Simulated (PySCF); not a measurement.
Stepwise substitution at one centre (Sn OH-OCH3). Isolated molecules, 0 K electronic values unless said otherwise. One relaxed conformer stands for each flexible species; it need not be the lowest. Strings in code marks are SMILES.

The four lowest singlet excitations (Tamm–Dancoff). Level of theory: PBE-D3(BJ)/def2-TZVP // PBE0-D4/def2-SVP (PySCF). Excitations are Tamm–Dancoff values on a coarser integration grid. The basis has no diffuse functions, so Rydberg states are missing or too high.

| state | energy (eV) | wavelength (nm) | oscillator strength |
|---|---|---|---|
| S1 | 3.79 | 327 | 0.003 |
| S2 | 3.87 | 320 | 0.010 |
| S3 | 4.04 | 307 | 0.020 |
| S4 | 4.63 | 268 | 0.076 |

Problem. Identify which member gives these states.
A. `C[O][Sn]([OH])([OH])[O]C`
B. `C[O][Sn]([OH])([O]C)[O]C`
C. `C[O][Sn]([OH])([OH])[OH]`
D. `C[O][Sn]([O]C)([O]C)[O]C`

Solution. B, `C[O][Sn]([OH])([O]C)[O]C`
